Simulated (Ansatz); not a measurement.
Basis-set extrapolation for C3H4BFO, SMILES `FB1C=COC1` (PBE0-D4/def2-TZVP geometry, frozen core, Ansatz 0.2.0). Multiplicity 1, RHF reference.

```csv
,def2-TZVPP,def2-QZVPP
HF,-315.095466,-315.109317
MP2 correlation,-1.046703,-1.126390
CCSD(T) correlation,-1.115974,not run
```

Energies in hartree. Use E(X) = E(∞) + A·exp(−7.88·√X) for Hartree–Fock and E(X) = E(∞) + B·X^(−2.97) for correlation, with X = 3 and 4, and add CCSD(T) minus MP2 of the smaller set to the MP2 limit.

Question: What is the CCSD(T) energy at the basis-set limit?

Answer: HF limit: -315.109317 + (-0.013851) × 0.13774 = -315.11122. MP2 limit: -1.126390 + (-0.079687) × 0.74074 = -1.18542. Higher-order term: -1.115974 − (-1.046703) = -0.06927. Total: -316.36591 hartree, 405.6 kJ/mol below CCSD(T)/def2-TZVPP.
